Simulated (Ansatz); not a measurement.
Reaction (silylene formation by 1,1-elimination): `[SiH3]C(Cl)Cl` → `ClCCl` + `[SiH2]`

Calculated with Ansatz (gas phase, PBE0-D4/def2-TZVP geometries, no zero-point term in ΔE). CCSD(T)/CBS is the MP2 limit (def2-TZVPP, def2-QZVPP) plus CCSD(T) − MP2 in def2-TZVPP, frozen cores. This one scheme is used for every species.

```tsv
species	CCSD(T)/def2-TZVPP energy (Eh)
`[SiH3]C(Cl)Cl`	-1248.93309
`ClCCl`	-958.68264
`[SiH2]`	-290.16703
```

Task: Work out ΔE.

Result: ΔE = (-958.68264) + (-290.16703) − (-1248.93309) = 0.08342 Eh = +219.0 kJ/mol. CCSD(T)/CBS gives +226.9 kJ/mol.

Task: What do rigid-rotor, harmonic-oscillator terms from PBE0-D4/def2-TZVP frequencies (298.15 K, 1 bar) make of the CCSD(T)/CBS value? (An estimate is asked.)

Result: The calculation gave: ΔZPE = -7.5 kJ/mol, ΔH = +223.3 kJ/mol, ΔS = 150 J/(mol·K), ΔG = +178.7 kJ/mol.

Largest T1 diagnostic among the species: 0.014.

From BLYP to BHLYP (50 % exact exchange), in def2-TZVPP and without D4, ΔE moves by +22.3 kJ/mol. Leaving LDA and LC-ωPBE aside and taking each functional with its dispersion term where it has one, the values, not all of them listed here, spread over 31.6 kJ/mol, from BLYP-D4 to r2SCAN0-D4. LDA lies +37.3 kJ/mol from PBE without D4. At CCSD(T), def2-SVP lies −15.2 kJ/mol from the extrapolated value and def2-TZVPP −7.9 kJ/mol.
